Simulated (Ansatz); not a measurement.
C3H8AlBO at its PBE0-D4/def2-TZVP geometry, where that method's forces vanish. The species carries charge 0 and has multiplicity 1. The bonds changed during the relaxation, so this is another structure than the one it started from.

```xyz
14

B    -0.4835   -1.9473    1.1870
O    -0.3272   -0.8850    0.3635
C     1.0237   -0.2882   -0.0239
C     0.6499    0.8047   -0.9519
C    -0.1788    1.8899   -0.2152
Al   -1.2521    0.4013   -0.7942
H    -1.5999   -2.3334    1.3562
H     0.4861   -2.4393    1.6818
H     1.4610   -0.0068    0.9436
H     1.5979   -1.0909   -0.4855
H     1.4107    1.0793   -1.6748
H     0.1415    2.1544    0.7965
H    -0.3045    2.7862   -0.8229
H    -2.6248   -0.1248   -1.3602
```

What forces (eV/Å) does ωB97M-V/def2-TZVPP give on these atoms in Ansatz 0.2.0? (Estimate.)

The calculation gave: 
```
B1  -0.068 -0.223  0.168
O2  -0.093 -0.031 -0.024
C3   0.328 -0.052  0.138
C4   0.074 -0.033 -0.304
C5  -0.158  0.167  0.132
Al6 -0.141  0.054 -0.085
H7   0.151  0.052 -0.012
H8  -0.116  0.073 -0.068
H9  -0.051 -0.023 -0.095
H10 -0.057  0.065  0.044
H11 -0.048 -0.017  0.075
H12 -0.003 -0.023 -0.079
H13  0.028 -0.061  0.047
H14  0.155  0.054  0.063
```
